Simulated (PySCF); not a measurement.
Si(F)(OH)2(SeH) (FH₃O₂SeSi), SMILES O[Si](O)(F)[SeH].

Geometry: B3LYP-D3(BJ)/def2-SVP. The structure was generated by enumeration, and PubChem lists no compound with its InChIKey, so it may never have been made. Other conformers were not sampled.

Two levels are set side by side: PBE/def2-TZVP (PySCF) and M06-2X/def2-TZVP (PySCF). Same geometry, gas phase. Differences are taken from unrounded values.

| quantity | PBE |
|---|---|
| orbital gap (eV) | 5.23 |
| highest occupied level (eV) | -6.24 |
| lowest empty level (eV) | -1.00 |
| dipole moment (D) | 1.60 |
| mean polarisability (bohr³) | 56.8 |

Problem. These are the PBE values. What does M06-2X give? (Estimate from the structure and the level; the computed values follow.)

Solution. 
```json
[
 {"quantity": "orbital gap (eV)", "M06-2X": "9.26", "PBE minus M06-2X": "-4.02"},
 {"quantity": "highest occupied level (eV)", "M06-2X": "-8.59", "PBE minus M06-2X": "2.35"},
 {"quantity": "lowest empty level (eV)", "M06-2X": "0.67", "PBE minus M06-2X": "-1.67"},
 {"quantity": "dipole moment (D)", "M06-2X": "1.67", "PBE minus M06-2X": "-0.07"},
 {"quantity": "mean polarisability (bohr³)", "M06-2X": "53.6", "PBE minus M06-2X": "3.2"}
]
```

Without exact exchange PBE keeps part of each electron's self-repulsion, which lifts occupied levels and narrows the gap. PBE's more diffuse valence density responds more strongly to a field. Differences between two approximate levels are no errors against the true value.

Rough cost on one machine, each run with all the roots and properties that it gave: M06-2X against PBE about 3 times.
